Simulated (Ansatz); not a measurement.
Frontier orbitals of CH6SSi2, SMILES `C[SiH]1[SiH2]S1`.

```xyz
10

C    -1.5793    0.2147   -0.6940
Si   -0.2300   -0.5613    0.3288
Si    1.7925    0.3582    0.6560
S     1.5049   -1.2593   -0.7397
H    -1.1616    0.9426   -1.3909
H    -2.3020    0.7194   -0.0478
H    -2.1080   -0.5515   -1.2664
H    -0.7616   -1.5459    1.3041
H     2.6594    0.0365    1.8151
H     2.1858    1.6467    0.0348
```

The species carries charge 0 and has multiplicity 1. The structure was optimised at the PBE0-D4/def2-TZVP level. Basis def2-TZVPP, the Gaussian-basis code of Ansatz.

```tsv
functional	HOMO (eV)	LUMO (eV)	gap (eV)
PBE	-6.03	-1.01	5.02
BLYP	-5.86	-0.87	4.99
PBE0	-7.04	-0.17	6.87
B3LYP	-6.83	-0.37	6.46
HSE06 (plane-wave form)	-6.65	-0.55	6.10
ωB97M-V	-8.99	1.56	10.55
HF	-9.29	2.93	12.22
```

From PBE to PBE0 the HOMO moves by −1.01 eV and the LUMO by +0.84 eV, and with ωB97M-V by −2.96 and +2.57 eV, so the gap grows from 5.02 to 10.55 eV with exact exchange. A positive LUMO is unbound and depends on the basis.

B3LYP here is the variant with VWN-RPA as its local correlation; programs differ in this.
